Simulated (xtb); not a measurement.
Job for xtb: GFN2-xTB on silylphosphine (SMILES [SiH3]P), a point of a torsion scan.

```
$ xtb mol.xyz --gfn 2 --sp --chrg 0 --uhf 0
7

Si    -0.83295890     0.04972472    -0.03663083
P      1.39842147    -0.13819394    -0.01500416
H     -1.46576514    -0.89101514    -0.96347254
H     -1.17986227     1.41880237    -0.41550361
H     -1.28481273    -0.23780104     1.32404594
H      1.60728929     0.59336373    -1.16992999
H      1.45397028    -1.34084081    -0.69364345
```

What total energy does the run end on?

-6.7875 hartree.
